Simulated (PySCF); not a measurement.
Cl₂Te, charge -1, doublet, at a GFN2-xTB geometry (a state made from the parent by changing its charge; the spin is typed, not shown lowest) (core potentials on Te); PySCF with PBE0/def2-SVP.

The PySCF input:
```python
from pyscf import gto, scf, dft

mol = gto.M(
    atom='''
Te   -0.002481    0.002450    0.128228
Cl    1.616798    1.970155   -0.202622
Cl   -1.609208   -1.977650   -0.189606
''',
    basis='def2-svp',
    ecp={'Te': 'def2-svp'},
    charge=-1,
    spin=1,
    verbose=4,
)

mf = dft.UKS(mol)
mf.xc = 'pbe0'
mf.kernel()
```

What the program printed (banner, timings and long lists left out):

```
PySCF version 2.14.0

[INPUT] verbose = 4
[INPUT] num. atoms = 3
[INPUT] num. electrons = 59
[INPUT] charge = -1
[INPUT] spin (= nelec alpha-beta = 2S) = 1
[INPUT] symmetry False subgroup None
[INPUT] Mole.unit = angstrom
[INPUT] Symbol           X                Y                Z      unit          X                Y                Z       unit  Magmom
[INPUT]  1 Te    -0.002481000000   0.002450000000   0.128228000000 AA   -0.004688410515   0.004629829005   0.242315801501 Bohr   0.0
[INPUT]  2 Cl     1.616798000000   1.970155000000  -0.202622000000 AA    3.055305418745   3.723053372942  -0.382900086812 Bohr   0.0
[INPUT]  3 Cl    -1.609208000000  -1.977650000000  -0.189606000000 AA   -3.040962397459  -3.737216870246  -0.358303411574 Bohr   0.0

nuclear repulsion = 198.034982752031
number of shells = 26
number of NR pGTOs = 133
number of NR cGTOs = 62
basis = def2-svp
ecp = {'Te': 'def2-svp'}

******** <class 'pyscf.dft.uks.UKS'> ********
method = UKS
initial guess = minao
damping factor = 0
level_shift factor = 0
DIIS = <class 'pyscf.scf.diis.CDIIS'>
diis_start_cycle = 1
diis_space = 8
diis_damp = 0
SCF conv_tol = 1e-09
SCF conv_tol_grad = None
SCF max_cycles = 50
direct_scf = True
direct_scf_tol = 1e-13
number electrons alpha = 30  beta = 29
XC library pyscf.dft.libxc version 7.1.2
    S. Lehtola, C. Steigemann, M. J. T. Oliveira, and M. A. L. Marques,  SoftwareX 7, 1–5 (2018)
XC functionals = pbe0
    C. Adamo and V. Barone,  J. Chem. Phys. 110, 6158 (1999)
    M. Ernzerhof and G. E. Scuseria,  J. Chem. Phys. 110, 5029 (1999)
radial grids:
    Treutler-Ahlrichs [JCP 102, 346 (1995); DOI:10.1063/1.469408] (M4) radial grids

becke partition: Becke, JCP 88, 2547 (1988); DOI:10.1063/1.454033
pruning grids: <function nwchem_prune>
grids dens level: 3
symmetrized grids: False
atomic radii adjust function: <function treutler_atomic_radii_adjust>
small_rho_cutoff = 0
Set gradient conv threshold to 3.16228e-05
tot grids = 59720
init E= -1160.09824982045

cycle= 1 E= -1185.55120369476  delta_E= -25.5  |g|= 2.08  |ddm|= 5.73

cycle= 2 E= -1185.69417474431  delta_E= -0.143  |g|= 2.16  |ddm|= 6.01
cycle= 3 E= -1187.90991077903  delta_E= -2.22  |g|= 0.175  |ddm|= 3.11
cycle= 4 E= -1187.93497008837  delta_E= -0.0251  |g|= 0.0763  |ddm|= 0.541
cycle= 5 E= -1187.93926039426  delta_E= -0.00429  |g|= 0.0153  |ddm|= 0.14
cycle= 6 E= -1187.93937551322  delta_E= -0.000115  |g|= 0.00295  |ddm|= 0.0242
cycle= 7 E= -1187.9393818548  delta_E= -6.34e-06  |g|= 0.00034  |ddm|= 0.00515
cycle= 8 E= -1187.93938199609  delta_E= -1.41e-07  |g|= 0.000157  |ddm|= 0.000895
cycle= 9 E= -1187.93938201569  delta_E= -1.96e-08  |g|= 4.1e-05  |ddm|= 0.000241
cycle= 10 E= -1187.93938201751  delta_E= -1.82e-09  |g|= 7.08e-06  |ddm|= 0.000109
cycle= 11 E= -1187.93938201773  delta_E= -2.15e-10  |g|= 3.98e-06  |ddm|= 4.26e-05
Extra cycle  E= -1187.93938201796  delta_E= -2.36e-10  |g|= 4.52e-06  |ddm|= 5.15e-05
converged SCF energy = -1187.93938201796  <S^2> = 0.75249722  2S+1 = 2.0024957
```
